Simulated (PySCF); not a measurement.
SMILES OB(O)CS (B3LYP/def2-SVP optimised geometry):

```
10

O      1.411     0.894     0.000
B      0.050     0.894     0.000
O     -0.624     2.076     0.000
C     -0.798    -0.454    -0.047
S      0.169    -1.863     0.645
H      1.763    -0.011     0.013
H     -0.023     2.834    -0.010
H     -1.763    -0.350     0.472
H     -1.020    -0.662    -1.107
H     -0.264    -2.834    -0.191
```

Computed with B3LYP/def2-TZVP (PySCF 2.14.0).

Question: What are the frontier orbital energies and the dipole moment?

Answer: HOMO-2 -9.18 eV, HOMO-1 -9.03 eV, HOMO -6.89 eV, LUMO -0.27 eV, LUMO+1 0.33 eV; dipole moment 1.15 D.

Meta-Löwdin charges at B3LYP/def2-TZVP: O1 -0.53, B2 0.47, O3 -0.52, C4 -0.39, S5 -0.10, H6 0.35, H7 0.35, H8 0.13, H9 0.14, H10 0.09.
